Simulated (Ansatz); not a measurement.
FH$_{4}$SbSi (`[F][SbH][SiH3]`), charge 0, multiplicity 1.

Question: Give a relaxed structure at PBE0-D4/def2-TZVP (Ansatz 0.2.0). (Best estimate.)

Answer: Ansatz gave: 
Cartesian coordinates in Å:
```
F -0.8947 2.2629 0.4653
Sb -0.5596 0.6555 1.4793
Si 0.0057 -0.7591 -0.6172
H 1.1143 0.9806 1.6842
H 0.9011 -0.0089 -1.5327
H -1.2473 -1.1279 -1.3248
H 0.6805 -2.0030 -0.1541
```
